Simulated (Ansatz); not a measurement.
Correlation energies of `C[O][Sn]([OH])([F])[Cl]` by basis set

Z-matrix (Å, degrees):
```
C
O 1 1.418
H 1 1.096 2 112.1
H 1 1.092 2 106.9 3 -118.5
H 1 1.095 2 112.0 3 122.9
Sn 2 1.924 1 120.6 3 -60.1
F 6 1.894 2 105.4 1 176.0
O 6 1.934 2 110.1 1 -65.9
Cl 6 2.300 2 113.3 1 58.4
H 8 0.962 6 113.4 2 159.5
```

Charge 0, multiplicity 1. Correlated methods include outer-core shells of Sn, which these sets cover unevenly. Sn takes the def2 core potential. The structure was optimised at the PBE0-D4/def2-TZVP level. It is one conformer, not always the lowest. Frozen core, restricted reference, Ansatz 0.2.0.

```csv
basis,HF (Eh),MP2 corr.
def2-SVP,-961.90933,-0.94391
def2-TZVPP,-962.45697,-1.40814
def2-QZVPP,-962.48804,-1.71774
```

(1) Estimate the CCSD correlation energy and the (T) correction in each basis where they were run (hartree).

Results:

(1) 
```
     basis  CCSD corr.       (T)
  def2-SVP    -0.97948  -0.02238
def2-TZVPP    -1.42606  -0.05150
```
